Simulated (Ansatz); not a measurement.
A first, cheap relaxation of `B/C(N)=[CH]/[SnH3]`.

```yaml
crystal:
  periodic: [false, false, false]
  atoms:
    - {symbol: B, position_ang: [-0.825300, 2.140000, 0.355400]}
    - {symbol: C, position_ang: [-0.320400, 0.713800, 0.318500]}
    - {symbol: N, position_ang: [-0.220700, 0.010200, 1.545000]}
    - {symbol: C, position_ang: [0.098000, 0.172300, -0.855900]}
    - {symbol: Sn, position_ang: [0.794900, -1.819500, -1.082000]}
    - {symbol: H, position_ang: [-0.995100, 2.817900, -0.658800]}
    - {symbol: H, position_ang: [-1.151300, 2.689600, 1.372500]}
    - {symbol: H, position_ang: [-0.422100, 0.481900, 2.451400]}
    - {symbol: H, position_ang: [0.178800, -0.950500, 1.653800]}
    - {symbol: H, position_ang: [-0.082000, 0.722400, -1.750900]}
    - {symbol: H, position_ang: [1.094700, -2.137100, -2.734800]}
    - {symbol: H, position_ang: [-0.360300, -2.949200, -0.432100]}
    - {symbol: H, position_ang: [2.231100, -1.926400, -0.167300]}
basis:
  gaussian: {orbitals: def2-SVP}
hamiltonian: {xc: pbe, dispersion: d4}
relax: {f_tol: 0.03, max_steps: 200}
```

```sh
$ ansatz run in.yaml --threads 2 --pin off --events-out ev --progress --plain --max-ram 32768MiB --backend cpu
```

It prints (some lines left out):

```
Functional definition: PBE
mean field -10190.39131953 eV, -374.4899736973 hartree, gradient 2.6e-5 eV, S^2 0.000000; 0 other end points of the search recorded, 0 dependent functions left out
relax step   1: F+E_penalty+E_count = -10190.68460264 eV  Δ(F+E_penalty+E_count) = +0.000e0 eV  max|allowed force component| = 2.208e0 eV/Å  Δτ_max = 0.0000 Å  (30 SCF iters, accepted)
mean field -10190.52991726 eV, -374.4950670699 hartree, gradient 1.3e-5 eV, S^2 0.000000; 0 other end points of the search recorded, 0 dependent functions left out
relax step   2: F+E_penalty+E_count = -10190.81897656 eV  Δ(F+E_penalty+E_count) = -1.344e-1 eV  max|allowed force component| = 1.113e0 eV/Å  Δτ_max = 0.1860 Å  (30 SCF iters, accepted)
mean field -10190.58168412 eV, -374.4969694670 hartree, gradient 9.3e-6 eV, S^2 0.000000; 0 other end points of the search recorded, 0 dependent functions left out
relax step   3: F+E_penalty+E_count = -10190.87063704 eV  Δ(F+E_penalty+E_count) = -5.166e-2 eV  max|allowed force component| = 3.933e-1 eV/Å  Δτ_max = 0.0541 Å  (31 SCF iters, accepted)
mean field -10190.58611167 eV, -374.4971321766 hartree, gradient 7.7e-6 eV, S^2 0.000000; 0 other end points of the search recorded, 0 dependent functions left out
relax step   4: F+E_penalty+E_count = -10190.87522437 eV  Δ(F+E_penalty+E_count) = -4.587e-3 eV  max|allowed force component| = 3.152e-1 eV/Å  Δτ_max = 0.0993 Å  (31 SCF iters, accepted)
mean field -10190.59345713 eV, -374.4974021171 hartree, gradient 5.5e-6 eV, S^2 0.000000; 0 other end points of the search recorded, 0 dependent functions left out
relax step   5: F+E_penalty+E_count = -10190.88303909 eV  Δ(F+E_penalty+E_count) = -7.815e-3 eV  max|allowed force component| = 7.649e-2 eV/Å  Δτ_max = 0.0917 Å  (31 SCF iters, accepted)
mean field -10190.59592168 eV, -374.4974926877 hartree, gradient 2.7e-5 eV, S^2 0.000000; 0 other end points of the search recorded, 0 dependent functions left out
relax step   6: F+E_penalty+E_count = -10190.88535094 eV  Δ(F+E_penalty+E_count) = -2.312e-3 eV  max|allowed force component| = 3.368e-2 eV/Å  Δτ_max = 0.0558 Å  (31 SCF iters, accepted)
mean field -10190.59810368 eV, -374.4975728748 hartree, gradient 7.3e-6 eV, S^2 0.000000; 0 other end points of the search recorded, 0 dependent functions left out
relax step   7: F+E_penalty+E_count = -10190.88680611 eV  Δ(F+E_penalty+E_count) = -1.455e-3 eV  max|allowed force component| = 2.230e-1 eV/Å  Δτ_max = 0.1960 Å  (30 SCF iters, accepted)
mean field -10190.60059336 eV, -374.4976643689 hartree, gradient 2.7e-5 eV, S^2 0.000000; 0 other end points of the search recorded, 0 dependent functions left out
relax step   8: F+E_penalty+E_count = -10190.88947999 eV  Δ(F+E_penalty+E_count) = -2.674e-3 eV  max|allowed force component| = 9.115e-2 eV/Å  Δτ_max = 0.0259 Å  (32 SCF iters, accepted)
mean field -10190.60529863 eV, -374.4978372841 hartree, gradient 2.3e-5 eV, S^2 0.000000; 0 other end points of the search recorded, 0 dependent functions left out
relax step   9: F+E_penalty+E_count = -10190.89420985 eV  Δ(F+E_penalty+E_count) = -4.730e-3 eV  max|allowed force component| = 2.471e-2 eV/Å  Δτ_max = 0.0873 Å  (30 SCF iters, accepted)
mean field -10190.60719653 eV, -374.4979070310 hartree, gradient 8.3e-6 eV, S^2 0.000000; 0 other end points of the search recorded, 0 dependent functions left out
relax step  10: F+E_penalty+E_count = -10190.89599181 eV  Δ(F+E_penalty+E_count) = -1.782e-3 eV  max|allowed force component| = 1.951e-1 eV/Å  Δτ_max = 0.1994 Å  (30 SCF iters, accepted)
mean field -10190.60984827 eV, -374.4980044805 hartree, gradient 2.5e-5 eV, S^2 0.000000; 0 other end points of the search recorded, 0 dependent functions left out
relax step  11: F+E_penalty+E_count = -10190.89898539 eV  Δ(F+E_penalty+E_count) = -2.994e-3 eV  max|allowed force component| = 1.118e-1 eV/Å  Δτ_max = 0.0337 Å  (32 SCF iters, accepted)
mean field -10190.61190762 eV, -374.4980801601 hartree, gradient 5.9e-6 eV, S^2 0.000000; 0 other end points of the search recorded, 0 dependent functions left out
relax step  12: F+E_penalty+E_count = -10190.90141162 eV  Δ(F+E_penalty+E_count) = -2.426e-3 eV  max|allowed force component| = 6.724e-2 eV/Å  Δτ_max = 0.0571 Å  (32 SCF iters, accepted)
mean field -10190.61268490 eV, -374.4981087245 hartree, gradient 2.5e-5 eV, S^2 0.000000; 0 other end points of the search recorded, 0 dependent functions left out
relax step  13: F+E_penalty+E_count = -10190.90244389 eV  Δ(F+E_penalty+E_count) = -1.032e-3 eV  max|allowed force component| = 2.407e-2 eV/Å  Δτ_max = 0.0516 Å  (31 SCF iters, accepted)
mean field -10190.61327901 eV, -374.4981305580 hartree, gradient 6.0e-6 eV, S^2 0.000000; 0 other end points of the search recorded, 0 dependent functions left out
relax step  14: F+E_penalty+E_count = -10190.90308934 eV  Δ(F+E_penalty+E_count) = -6.454e-4 eV  max|allowed force component| = 7.097e-2 eV/Å  Δτ_max = 0.0770 Å  (31 SCF iters, accepted)
mean field -10190.61357179 eV, -374.4981413174 hartree, gradient 2.6e-5 eV, S^2 0.000000; 0 other end points of the search recorded, 0 dependent functions left out
relax step  15: F+E_penalty+E_count = -10190.90344034 eV  Δ(F+E_penalty+E_count) = -3.510e-4 eV  max|allowed force component| = 4.826e-2 eV/Å  Δτ_max = 0.0346 Å  (31 SCF iters, accepted)
mean field -10190.61414033 eV, -374.4981622108 hartree, gradient 2.5e-5 eV, S^2 0.000000; 0 other end points of the search recorded, 0 dependent functions left out
relax step  16: F+E_penalty+E_count = -10190.90391230 eV  Δ(F+E_penalty+E_count) = -4.720e-4 eV  max|allowed force component| = 2.474e-2 eV/Å  Δτ_max = 0.0220 Å  (31 SCF iters, accepted)
mean field -10190.61414033 eV, -374.4981622108 hartree, gradient 2.8e-5 eV, S^2 0.000000; 1 other end points of the search recorded, 0 dependent functions left out
Total energy: -10190.90396085 eV, -374.5088129185 hartree
Atom 0 at    -0.879267     2.148446     0.352703 Å, force     0.000676     0.021136    -0.008110 eV/Å
Atom 1 at    -0.373750     0.681958     0.401264 Å, force    -0.012505    -0.006982     0.009739 eV/Å
Atom 2 at    -0.119772     0.098562     1.626948 Å, force     0.013384     0.003926     0.004605 eV/Å
Atom 3 at    -0.161731     0.061721    -0.816780 Å, force     0.004140     0.008425    -0.007202 eV/Å
Atom 4 at     0.743355    -1.863404    -1.103952 Å, force    -0.017220    -0.003209     0.003142 eV/Å
Atom 5 at    -1.269660     2.619779    -0.697346 Å, force     0.004311    -0.008498     0.024736 eV/Å
Atom 6 at    -0.859591     2.843867     1.358276 Å, force     0.000917    -0.011554    -0.022738 eV/Å
Atom 7 at    -0.043258     0.716911     2.433407 Å, force    -0.000252    -0.006972    -0.006828 eV/Å
Atom 8 at     0.459785    -0.743631     1.672354 Å, force    -0.012718     0.008745     0.004612 eV/Å
Atom 9 at    -0.480191     0.610905    -1.715719 Å, force     0.000079    -0.001048     0.006624 eV/Å
Atom 10 at     1.708440    -1.866741    -2.534909 Å, force     0.014267     0.004005    -0.004697 eV/Å
Atom 11 at    -0.446358    -3.114270    -1.231833 Å, force     0.003372    -0.004991     0.004604 eV/Å
Atom 12 at     1.742300    -2.228702     0.270388 Å, force     0.001549    -0.002983    -0.008488 eV/Å
Dipole moment:     0.153553    -0.075033     0.252679 e Å
```

Hardware: 2 threads of an AMD EPYC 7R13 on a shared host. Wall time 36 s, peak host memory 0.18 GiB.
